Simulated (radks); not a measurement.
All-electron atom: the silicon ion Si4+ in [Ne]. Calculated with a radial shooting solver on a logarithmic mesh with Libxc functionals: scalar-relativistic Kohn-Sham, B86b exchange with PBE correlation, spin-polarised, spherical densities, finite nucleus; Fermi nuclear charge, rms radius 3.1224 fm.

Unscreened Slater integrals over Kohn-Sham orbitals (hartree). They are taken over the spin-up orbitals.

| integral | value |
|---|---|
| F0(2p,2p) | 1.7313 |
| F2(2p,2p) | 0.79556 |
| F0(2p,2s) | 1.6565 |
| G1(2p,2s) | 0.98884 |
| F0(2p,1s) | 2.4382 |
| G1(2p,1s) | 0.33141 |
| F0(2s,2s) | 1.6079 |
| F0(2s,1s) | 2.2736 |
| G0(2s,1s) | 0.18310 |
| F0(1s,1s) | 8.4627 |
